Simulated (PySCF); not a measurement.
Gas-phase reaction: 4 GeHCl + Ge₃H₈ = 6 GeH₂ + GeCl₄

Computed with PySCF and rigid-rotor harmonic-oscillator thermochemistry at 1 bar. † marks an energy on the PBE0/def2-TZVP geometry and frequencies; other levels use their own. CCSD(T) freezes the core. 6-31G* has spherical d functions here. All species are closed-shell singlets. B3LYP is the form with VWN-RPA correlation. Ge: all electrons, no relativistic terms. GeHCl, GeH₂: computed as isolated molecules; such fragments, hydroxides, amides, oligomers or adducts are transient or little studied in the gas. CCSD(T) isn't extrapolated to the basis-set limit. The harmonic model lacks anharmonicity and excited electronic states, which grow with temperature; levels with a mode under 35 cm⁻¹ are left out. Internal rotation in Ge₃H₈ is treated as a harmonic vibration of one conformer, which makes the entropy rough.

| level | ΔE electronic, kJ | ΔH°(298 K), kJ | ΔS°(298 K), J/K | ΔG°(1400 K), kJ |
|---|---|---|---|---|
| B3LYP/6-31G* | 618 | 582 | 225 | 279 |
| B3LYP/def2-TZVP† | 618 | 582 | 227 | 275 |
| BLYP/def2-TZVP† | 609 | 574 | 227 | 267 |
| CCSD(T)/def2-SVP† | 583 | 547 | 227 | 240 |
| HF/6-31G* | 567 | 529 | 227 | 220 |
| HF/def2-TZVP† | 552 | 516 | 227 | 209 |
| PBE/def2-TZVP† | 667 | 631 | 227 | 325 |
| PBE0/def2-SVP† | 659 | 624 | 227 | 317 |
| r2SCAN/def2-TZVP† | 685 | 649 | 227 | 343 |
| LDA/def2-TZVP† | 749 | 713 | 227 | 407 |
| ωB97X-V/def2-TZVP† | 640 | 604 | 227 | 298 |
ΔH° is lowest at HF/def2-TZVP† and highest at LDA/def2-TZVP†. No reference value is set beside these.
